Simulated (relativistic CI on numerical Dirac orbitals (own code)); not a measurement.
**Slater and spin-orbit integrals, Lu XII**

These numbers are calculated, not measured: Dirac-Coulomb-Breit CI, separate exchange-only KLI orbitals for each configuration, model QED (radiative potential, 1s self-energy scaled to tabulated hydrogen-like ionisation energies), unscaled Slater integrals (own radial code, finite nucleus).

Slater integrals F^k, G^k are unscaled and averaged over j, outside the closed core [Kr]; ζ comes from projecting the Hamiltonian with its Breit term on Σ l·s of the shell.

- 4d10 4f12 5s2: F^2(4f,4f) = 160170, F^4(4f,4f) = 101640, F^6(4f,4f) = 73455, ζ(4f) = 3520.7 cm⁻¹; <r>(4f) = 0.6158, <r^2>(4f) = 0.4587 (bohr units).
- 4d10 4f11 5s2 5p: F^2(4f,4f) = 163970, F^4(4f,4f) = 104240, F^6(4f,4f) = 75390, ζ(4f) = 3698.1, F^2(4f,5p) = 71403, G^2(4f,5p) = 29448, G^4(4f,5p) = 24858, ζ(5p) = 59022 cm⁻¹; <r>(4f) = 0.6041, <r^2>(4f) = 0.4399, <r>(5p) = 1.141, <r^2>(5p) = 1.452 (bohr units).
- 4d10 4f12 5s 5p: F^2(4f,4f) = 160580, F^4(4f,4f) = 101930, F^6(4f,4f) = 73669, ζ(4f) = 3559.6, G^3(4f,5s) = 35199, F^2(4f,5p) = 71372, G^2(4f,5p) = 30186, G^4(4f,5p) = 25312, G^1(5s,5p) = 121650, ζ(5p) = 56940 cm⁻¹; <r>(4f) = 0.6146, <r^2>(4f) = 0.4566, <r>(5s) = 1.045, <r^2>(5s) = 1.216, <r>(5p) = 1.148, <r^2>(5p) = 1.472 (bohr units).

Averages of the first 10 configurations, taken without configuration mixing, which lowers the lowest level and can move excited configurations by several eV; other configurations of the list can lie among them:

```json
{"Configuration": "4d10 4f12 5s2", "Parity": "even", "States": "91", "Average energy above the lowest level (eV)": "10.3"}
{"Configuration": "4d10 4f11 5s2 5p", "Parity": "even", "States": "2184", "Average energy above the lowest level (eV)": "15.2"}
{"Configuration": "4d10 4f12 5s 5p", "Parity": "odd", "States": "1092", "Average energy above the lowest level (eV)": "44.0"}
{"Configuration": "4d10 4f14", "Parity": "even", "States": "1", "Average energy above the lowest level (eV)": "78.3"}
{"Configuration": "4d10 4f11 5s 5p2", "Parity": "odd", "States": "10920", "Average energy above the lowest level (eV)": "51.1"}
{"Configuration": "4d10 4f13 5s", "Parity": "odd", "States": "28", "Average energy above the lowest level (eV)": "42.0"}
{"Configuration": "4d10 4f13 5p", "Parity": "even", "States": "84", "Average energy above the lowest level (eV)": "77.8"}
{"Configuration": "4d10 4f12 5s 5d", "Parity": "even", "States": "1820", "Average energy above the lowest level (eV)": "94.1"}
{"Configuration": "4d10 4f11 5s2 6s", "Parity": "odd", "States": "728", "Average energy above the lowest level (eV)": "97.1"}
{"Configuration": "4d10 4f13 5d", "Parity": "odd", "States": "140", "Average energy above the lowest level (eV)": "125.7"}
```
